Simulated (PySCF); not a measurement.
The vertical singlet excitations below were computed for one of the candidates. Computed with TDDFT PBE0/def2-SVPD, vertical, gas phase, core orbitals frozen in the response (PySCF 2.14.0, density-fitted response routines). Geometries: PBE0-D3(BJ)/def2-SVP, one conformer each.

| state | λ (nm) | f |
| --- | --- | --- |
| S1 | 232.1 | 0.0035 |
| S2 | 203.5 | 0.0011 |
| S3 | 200.0 | 0.0006 |
| S4 | 191.3 | 0.0034 |
| S5 | 189.6 | 0.021 |
| S6 | 183.2 | 0.274 |
| S7 | 175.2 | 0.216 |
| S8 | 174.2 | 0.031 |
| S9 | 170.8 | 0.041 |
| S10 | 169.2 | 0.057 |

Triplets computed (Tamm–Dancoff): 4.15, 5.14, 5.81, 5.94 eV.

Question: Which candidate is it? All have the formula C3H10SSi2.
A. `C([SiH2]S[SiH3])C=C`
B. `C=C[SiH2]S[SiH2]C`
C. `CS[SiH2]/C=C\[SiH3]`
D. `[SiH2](SC)/C=C/[SiH3]`

Answer: B. Its S1 lies at 5.34 eV; the nearest of the others has S1 at 5.87 eV. S1 is HOMO→LUMO (98%). Löwdin shares by element: HOMO sulfur 69%, silicon 19%; LUMO carbon 63% or more, silicon 11% or more, sulfur 6% (atoms not listed hold the other 20%). At the same level the other candidates give, for their lowest levels:
- `CS[SiH2]/C=C\[SiH3]`: 281 nm (f 0.020); 220 nm (f 0.008); 214 nm (f 0.004); 208 nm (f 0.256); 197 nm (f 0.029); T1 3.79 eV; HOMO -6.91, LUMO -1.42 eV
- `CS[SiH2]/C=C/[SiH3]`: 270 nm (f 0.024); 217 nm (f 0.002); 214 nm (f 0.001); 199 nm (f 0.419); 193 nm (f 0.038); T1 3.95 eV; HOMO -6.91, LUMO -1.25 eV
- `C=CC[SiH2]S[SiH3]`: 211 nm (f 0.016); 204 nm (f 0.003); 203 nm (f 0.000); 197 nm (f 0.128); 192 nm (f 0.201); T1 4.13 eV; HOMO -7.34, LUMO -0.36 eV

Shape of the structure used: `[CH2:1]=[CH:2][SiH2:3][S:4][SiH2:5][CH3:6]`: C1–C2–Si3–S4 -117°, C2–Si3–S4–Si5 -170°, Si3–S4–Si5–C6 -174°.
